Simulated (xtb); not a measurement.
Br2, charge -1, doublet, geometry from GFN2-xTB (a state made from the parent by changing its charge; the spin is typed, not shown lowest); GFN0-xTB (xtb).

xtb was given this input:
```
$ xtb mol.xyz --gfn 0 --chrg -1 --uhf 1 --etemp 5000 --json

# file mol.xyz
2

Br    -0.00000000    -0.00000000    -1.52077587
Br     0.00000000     0.00000000     1.52077587
```

Task: Predict the main parts of the log of this xtb run.

Result: 
```
   ID    Z sym.   atoms
    1   35 Br     1, 2

           -------------------------------------------------
          |                Calculation Setup                |
           -------------------------------------------------

molecular fragmentation (1/2 indicates fragments):
12
# atoms in fragment 1/2:     1     1
 fragment masses (1/2) :       79.90       79.90
CMA distance (Bohr)    :   5.748
constraining FC (au)   :  0.0500

           -------------------------------------------------
          |                 G F N 0 - x T B                 |
           -------------------------------------------------

          ...................................................
          :                      SETUP                      :
          :.................................................:
          :  # basis functions                  20          :
          :  # atomic orbitals                  18          :
          :  # shells                            6          :
          :  # electrons                        15          :
          :  electronic temp.         5000.0000000     K    :
          :  accuracy                    1.0000000          :
          :  -> integral cutoff          0.2500000E+02      :
          :  -> integral neglect         0.1000000E-07      :
          ...................................................

         :::::::::::::::::::::::::::::::::::::::::::::::::::::
         ::                     SUMMARY                     ::
         :::::::::::::::::::::::::::::::::::::::::::::::::::::
         :: total energy              -8.745839177729 Eh    ::
         :: gradient norm              0.042855842087 Eh/a0 ::
         :: HOMO-LUMO gap              8.866008542546 eV    ::
         ::.................................................::
         :: H0 energy                 -7.547065104632 Eh    ::
         :: repulsion energy           0.000002595109 Eh    ::
         :: electrostat energy        -1.198507764436 Eh    ::
         :: -> Gsolv                   0.000000000000 Eh    ::
         ::    -> Gsasa                0.000000000000 Eh    ::
         ::    -> Gshift               0.000000000000 Eh    ::
         :: dispersion energy         -0.000268903770 Eh    ::
         :: short-range corr.          0.000000000000 Eh    ::
         :: add. restraining           0.000000000000 Eh    ::
         :: total charge              -1.000000000000 e     ::
         :::::::::::::::::::::::::::::::::::::::::::::::::::::

           -------------------------------------------------
          |                Property Printout                |
           -------------------------------------------------

    * Orbital Energies and Occupations

         #    Occupation            Energy/Eh            Energy/eV
      -------------------------------------------------------------
         1        2.0000           -0.7293778             -19.8474
         2        2.0000           -0.7262433             -19.7621
         3        1.9689           -0.4411367             -12.0039
         4        1.9063           -0.4226329             -11.5004
         5        1.9063           -0.4226329             -11.5004
         6        1.8426           -0.4132743             -11.2458
         7        1.8426           -0.4132743             -11.2458
         8        1.5332           -0.3888137             -10.5802 (HOMO)
         9        0.0000           -0.0629939              -1.7142 (LUMO)
        10        0.0000           -0.0629939              -1.7142
        11        0.0000           -0.0529653              -1.4413
        12        0.0000           -0.0526643              -1.4331
        13        0.0000           -0.0526643              -1.4331
        14        0.0000           -0.0468376              -1.2745
        15        0.0000           -0.0468376              -1.2745
        16        0.0000           -0.0284853              -0.7751
        17        0.0000           -0.0284853              -0.7751
        18        0.0000            0.0190319               0.5179
      -------------------------------------------------------------
                  HL-Gap            0.3258198 Eh            8.8660 eV
             Fermi-level            0.0000000 Eh            0.0000 eV

     #   Z          covCN         q      C6AA      α(0)
     1  35 Br       0.488    -0.500   188.764    22.130
     2  35 Br       0.488    -0.500   188.764    22.130

 Mol. C6AA /au·bohr⁶  :        755.055519
 Mol. C8AA /au·bohr⁸  :      47741.397913
 Mol. α(0) /au        :         44.259858

Wiberg/Mayer (AO) data.
largest (>0.10) Wiberg bond orders for each atom

 ---------------------------------------------------------------------------
     #   Z sym  total        # sym  WBO       # sym  WBO       # sym  WBO
 ---------------------------------------------------------------------------
     1  35 Br   0.234 --     2 Br   0.234
     2  35 Br   0.234 --     1 Br   0.234
 ---------------------------------------------------------------------------

 dipole moment from electron density (au)
     X       Y       Z
  -0.0000   0.0000   0.0000  total (Debye):    0.000

           -------------------------------------------------
          | TOTAL ENERGY               -8.745839177729 Eh   |
          | GRADIENT NORM               0.042855842087 Eh/α |
          | HOMO-LUMO GAP               8.866008542546 eV   |
           -------------------------------------------------

normal termination of xtb
```
